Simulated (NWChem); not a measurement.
A series in which one site is exchanged, each optimised at PBE0/def2-SVP with NWChem, gas phase unless a solvent is named. For some, no frequency run checked for a minimum. def2 effective core potentials on Zr, Hf; no spin-orbit coupling.

A: [O]=[Zr]([F])[F] (ZrOF2; site = Zr)
B: FS(=O)F (SOF2; site = S)
C: [O]=[Ti]([F])[F] (TiOF$_{2}$; site = Ti)
D: [F][Hf](=[O])[F] (HfOF₂; site = Hf)

Values for A:

```
Quantity                                                  Value
--------------------------------------------------------  -----
dipole (D), PBE0/def2-SVP                                  4.11
orbital gap (eV), PBE0/def2-SVP                            5.69
static polarisability, CAM-B3LYP/def2-SVPD (bohr³)         35.1
lowest singlet excitation, CAM-B3LYP/def2-SVPD, TDA (eV)   4.13
```

How do these values change for the other members?


```tsv
change from A	B	C	D
dipole (D), PBE0/def2-SVP	-2.26	-1.85	+1.37
orbital gap (eV), PBE0/def2-SVP	+2.67	+0.65	-0.52
static polarisability, CAM-B3LYP/def2-SVPD (bohr³)	-8.3	-4.7	+0.6
lowest singlet excitation, CAM-B3LYP/def2-SVPD, TDA (eV)	+2.46	+0.17	-0.49
```
